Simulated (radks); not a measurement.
Values are calculated unless marked as measured or tabulated.
Sb III, 49 electrons, occupied as [Kr] 4d10 5s2 5p1 (the NIST ground configuration).

Level of theory: Dirac Kohn-Sham, PBE, spin-unpolarised, spherical densities, finite nucleus; open shells fill j = l - 1/2 first; Fermi nuclear charge, rms radius 4.6802 fm (a radial shooting solver on a logarithmic mesh with Libxc functionals).

Energy parts (eV):
| part | energy |
|---|---|
| total | -176396.226 |
| kinetic | 186132.095 |
| electron-nucleus | -427446.202 |
| Hartree | 69546.536 |
| exchange-correlation | -4628.654 |

Orbitals (lengths in bohr, moments of r in powers of bohr; r(90%) holds 90 % of the orbital's charge):
| orbital | occ. | eigenvalue (eV) | r(90%) | small-component weight |
|---|---|---|---|---|
| 1s1/2 | 2 | -30301.50 | 0.0511 | 3.52e-02 |
| 2s1/2 | 2 | -4625.196 | 0.189 | 7.47e-03 |
| 2p1/2 | 2 | -4328.329 | 0.169 | 7.49e-03 |
| 2p3/2 | 4 | -4076.512 | 0.177 | 7.14e-03 |
| 3s1/2 | 2 | -921.5709 | 0.486 | 2.18e-03 |
| 3p1/2 | 2 | -800.2059 | 0.483 | 2.12e-03 |
| 3p3/2 | 4 | -753.7391 | 0.499 | 2.02e-03 |
| 3d3/2 | 4 | -539.4307 | 0.478 | 1.91e-03 |
| 3d5/2 | 6 | -529.7740 | 0.483 | 1.88e-03 |
| 4s1/2 | 2 | -166.9619 | 1.14 | 5.98e-04 |
| 4p1/2 | 2 | -125.9176 | 1.22 | 5.37e-04 |
| 4p3/2 | 4 | -117.3260 | 1.26 | 5.08e-04 |
| 4d3/2 | 4 | -52.4063 | 1.57 | 3.65e-04 |
| 4d5/2 | 6 | -51.1562 | 1.59 | 3.57e-04 |
| 5s1/2 | 2 | -29.2921 | 3.03 | 9.90e-05 |
| 5p1/2 | 1 | -20.5864 | 3.59 | 7.20e-05 |
| 5p3/2 | 0 | -19.7144 | 3.70 | 6.77e-05 |

The highest occupied level is 5p1/2 at -20.586 eV. The electron density at the nucleus is 2.09e+05 e/bohr^3. Summed over all electrons, <r^2> = 37.61 bohr^2, which gives a Langevin (diamagnetic) susceptibility term of -29.8 x 10^-6 cm^3/mol.
